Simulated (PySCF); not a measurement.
Al: excitation energy

Al [Ne] 3s2 3p1 (2P) → Al [Ne] 3s1 3p1 4s1 (4P), as a difference of total energies. Computed with PySCF 2.14 in dyall-av3z (19s12p3d2f, 84 functions), with no relativity, point nucleus. Correlated levels: valence: [Ne] frozen; virtual orbitals above 40 to 60 times the deepest correlated orbital energy dropped. The calculations carry no spin-orbit coupling.

```
           method  excitation energy (eV)
              UHF                   6.353
    MP2 (valence)                   7.190
SCS-MP2 (valence)                   7.441
   CCSD (valence)                   7.465
CCSD(T) (valence)                   7.495
```

How much does correlation contribute at CCSD(T) (valence)?

7.495 − (6.353) = 1.142 eV, measured against UHF.

The upper state lies above the first ionisation limit, but in LS coupling its spin forbids autoionisation to the ground ion. A Rydberg-like electron needs more diffuse functions than a valence basis has.

The promoted electron is Rydberg-like, and one or two diffuse shells describe it only roughly, which tends to raise the upper state.
